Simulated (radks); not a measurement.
The numbers below are computed, except where a source is named.
He+, configuration 1s0.75 2s0.25 (fractional occupations, a model configuration).

Code: a radial shooting solver on a logarithmic mesh with Libxc functionals. Model: scalar-relativistic Kohn-Sham, exchange-only PBE, spin-unpolarised, spherical densities, finite nucleus; Gaussian nuclear charge, rms radius 1.6755 fm; without spin polarisation the odd electron is poorly described.

Energy parts (hartree):
part                energy
total             -1.57678
kinetic            1.57695
electron-nucleus  -3.19809
Hartree            0.42290
exchange          -0.37855

Orbitals (lengths in bohr, moments of r in powers of bohr; <r^-3> diverges for s and p1/2; r(max) is where P^2 peaks):
orbital,occ.,eigenvalue (hartree),<r^-3>,r(max),<r>
1s,0.75,-1.57609,-,0.4941,0.7626
2s,0.25,-0.27542,-,2.957,3.533

The highest occupied level is 2s at -7.495 eV. The density falls to 0.001 e/bohr^3 at r = 2.53 bohr. The electron density at the nucleus is 2.021 e/bohr^3 (large components only). Summed over all electrons, <r^2> = 4.254 bohr^2, which gives a Langevin (diamagnetic) susceptibility term of -3.37 x 10^-6 cm^3/mol.
